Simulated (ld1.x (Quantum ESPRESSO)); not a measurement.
**Reading a pseudo-wave (Li)**

Columns: radius, all-electron u(r) and pseudo u(r) of the 2p shell (level -1.09 eV) of lithium in the configuration 1s2 2s1 2p0; PBE, scalar-relativistic, PAW scheme, ld1.x (Quantum ESPRESSO) 7.5.

```csv
r (bohr),all-electron,pseudo
0.238,0.0192,0.0056
0.475,0.0580,0.0221
0.712,0.1027,0.0484
0.950,0.1481,0.0832
1.188,0.1916,0.1241
1.425,0.2317,0.1688
1.662,0.2679,0.2149
1.900,0.3011,0.2602
2.137,0.3320,0.3024
2.375,0.3592,0.3400
2.612,0.3822,0.3716
2.850,0.4008,0.3967
3.088,0.4151,0.4151
3.325,0.4250,0.4271
3.562,0.4309,0.4335
3.800,0.4331,0.4352
4.037,0.4321,0.4333
4.275,0.4282,0.4286
4.512,0.4219,0.4219
4.750,0.4135,0.4135
4.988,0.4037,0.4037
5.225,0.3926,0.3926
5.462,0.3807,0.3807
5.700,0.3680,0.3680
5.938,0.3550,0.3550
6.175,0.3417,0.3417
```

(1) How many radial nodes do the two functions have?

(2) At about which radius was the pseudo-wave matched?

(3) Is the pseudo-wave norm-conserving?

## Answers

(1) The all-electron 2p function has n − l − 1 = 0; the pseudo-wave has 0.

(2) 4.75 bohr. The columns agree to 0.0005 from 4.28 bohr on; several derivatives are matched, so the curves merge somewhat inside the radius.

(3) No, it belongs to a PAW set: the norm inside the radius is not constrained, and the difference is carried by the augmentation charge.
